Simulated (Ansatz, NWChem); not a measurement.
Ansatz → NWChem

This Ansatz 0.2.0 job computes CH5Ge (SMILES [CH3][GeH2]):

molecule.yaml:
```yaml
crystal:
  periodic: [false, false, false]
  atoms:
    - {symbol: C, position_ang: [-0.247600, -0.809300, -0.206400]}
    - {symbol: Ge, position_ang: [0.396000, 0.824800, 0.663000]}
    - {symbol: H, position_ang: [-1.153200, -1.166400, 0.283800]}
    - {symbol: H, position_ang: [0.513100, -1.588100, -0.157000]}
    - {symbol: H, position_ang: [-0.473200, -0.603400, -1.255600]}
    - {symbol: H, position_ang: [-0.673100, 1.940800, 0.621200]}
    - {symbol: H, position_ang: [1.699200, 1.333700, 0.005300]}
basis:
  gaussian: {orbitals: def2-SVP}
magnetization: {spin_polarized: true, initial_magnetization: 1}
hamiltonian: {xc: {name: PBE}}
accuracy: high
output: {forces: true, orbitals: {seedname: orbitals}}
```

```bash
$ ansatz run molecule.yaml --threads 1 --pin off --max-ram 2610MiB --events-out events.jsonl --progress --plain --runs-dir runs
```

The shape is that of a PBE0-D4/def2-TZVP optimisation.

It gives a total energy of -2117.392923 Eh.

Write the same calculation for NWChem 7.3.0 as an input file of the program's own.

For example:

ch5ge.nw:
```
start ch5ge
memory total 2200 mb
charge 0
geometry units angstroms noautosym nocenter noautoz
 C     -0.247600    -0.809300    -0.206400
 Ge     0.396000     0.824800     0.663000
 H     -1.153200    -1.166400     0.283800
 H      0.513100    -1.588100    -0.157000
 H     -0.473200    -0.603400    -1.255600
 H     -0.673100     1.940800     0.621200
 H      1.699200     1.333700     0.005300
end
basis spherical bse
 C library def2-SVP
 Ge library def2-SVP
 H library def2-SVP
end
dft
 xc xpbe96 cpbe96
 mult 2
 grid xfine
 convergence energy 1e-08
 iterations 100
 mulliken
end
task dft gradient
```

```bash
$ nwchem ch5ge.nw > ch5ge.out
```

Its energy is -2117.392923 Eh, the same as the first but for the last digit, at most.
